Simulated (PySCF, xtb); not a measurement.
Sn(H)(OH) (H2OSn), SMILES [SnH][OH] (connectivity only; charge and spin as stated), neutral, multiplicity 1.

GFN2-xTB (xtb 6.7.1) at its own geometry gives an orbital gap of 3.50 eV and a dipole moment of 3.06 D.

The structure is a stationary point at B3LYP-D3(BJ)/def2-TZVP. The def2 effective core potentials stand for the cores of Sn; spin–orbit coupling is left out.

What does r2SCAN/def2-TZVPD in PySCF give? (The exact figures need the calculation; the answer reports its results.)

gap 3.02 eV (levels -6.13 and -3.11 eV), dipole 1.23 D.
